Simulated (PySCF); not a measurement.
A GIAO shielding run with PySCF (density fitting, non-relativistic, gas phase) on SMILES [SiH2](N[SiH2]/C=C\CC)C, C5H15NSi2:

```
$ OMP_NUM_THREADS=1 python probes_run.py task.json out

{"job": {"kind": "nmr", "xc": "PBE0", "basis": "pcSseg-1"}, "charge": 0, "multiplicity": 1}
C     -4.197920     0.068646     0.426865
C     -3.091353     0.155816    -0.624103
C     -2.206099    -1.044933    -0.567941
C     -0.901163    -1.028848    -0.333160
Si     0.146287     0.503894    -0.038930
N      1.772387    -0.067692     0.124753
Si     3.203291     0.880961     0.320169
C      4.683227    -0.300566     0.248963
H     -3.766160     0.013560     1.423548
H     -4.807551    -0.818229     0.265944
H     -4.842212     0.943101     0.376552
H     -2.499877     1.057893    -0.469278
H     -3.550318     0.212996    -1.615941
H     -2.724786    -1.986352    -0.723638
H     -0.387994    -1.984108    -0.314768
H      0.120251     1.436521    -1.172766
H     -0.260662     1.219445     1.181571
H      1.883710    -1.061763     0.236630
H      3.182926     1.591720     1.607564
H      3.252062     1.858102    -0.772264
H      5.612492     0.250923     0.346915
H      4.720636    -0.839729    -0.693066
H      4.654071    -1.034375     1.049399
```

Hardware: 1 thread of an Arm Neoverse N1, shared host. The job also computes population analyses, field gradients.

Task: How large is the calculation?

Result: 80 electrons, 225 basis functions and 1207 auxiliary functions.

Task: How long does it take, and how much memory does it need?

Result: 76 s of wall time, with 13 SCF cycles and 5 response iterations; peak memory 1 GiB. Times on a shared host scatter by some tens of per cent.
